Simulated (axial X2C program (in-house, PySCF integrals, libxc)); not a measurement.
# CSe⁻: cheaper levels and CCSD(T), two-component

All values were computed with an axial X2C code built on PySCF integrals. Two-component (2c) means X2C with spin–orbit coupling and atomic mean-field two-electron Coulomb and Gaunt terms. Basis: Se dyall-acv3z [9s10p7d5f1g], C dyall-av3z [8s7p3d2f] (cores contracted in-house); Gaussian nuclei, density fitting, unrestricted open shells. Masses: Se 79.917 u, C 12.000 u.

State: Ω = 1/2 (⟨Sz⟩ = -0.50, ⟨Lz⟩ = 1.00 at HF); fragments Se- + C.

```tsv
level	Re (Å)	ωe (cm⁻¹)	De (eV)
PBE0	1.771	820.5	4.57
HF	1.784	818.1	2.16
CCSD	1.779	823.3	4.08
M06	1.770	816.0	4.39
```

Correlated methods: 11 electrons correlated (number of frozen shells: Se 3 s, 2 p, 1 d; C 1 s), 247 virtual spin orbitals or spinors in MP2, 90 natural virtuals in coupled cluster.

CCSD(T), same Hamiltonian and basis:

Re = 1.785 Å, ωe = 809.4 cm⁻¹, De = 4.34 eV; T1 = 0.035 (Lee–Taylor normalisation).

Question: Give the differences from CCSD(T) in the columns below.

Answer: 

```
level  ΔRe (Å)  Δωe (cm⁻¹)  ΔDe (eV)
 PBE0   -0.014          11      0.23
   HF   -0.001           9     -2.18
 CCSD   -0.006          14     -0.26
  M06   -0.015           7      0.05
```

One determinant describes the state; a PBE0 search over occupations chose it and may have missed a lower one. Dissociation energies refer to the lowest single-determinant-based atoms at the same level and basis. Density functionals use the spin component along the axis (collinear). CCSD and (T) use frozen natural virtuals with an MP2 correction for the truncation; (T) itself is uncorrected, so its De runs slightly low. The 2c atoms are single determinants rather than J levels; their spin–orbit lowering is only partly caught, and De is too large by that part. This holds for PBE0, CCSD, M06, CCSD(T). The functionals have no current-density term, which raises determinants with orbital currents, atoms included. Some points did not converge and are left out. The highest occupied level of some functionals is positive through self-interaction error; at Hartree–Fock it is bound. Hartree–Fock gets electron affinities wrong, so its lowest charge split need not be the true one.
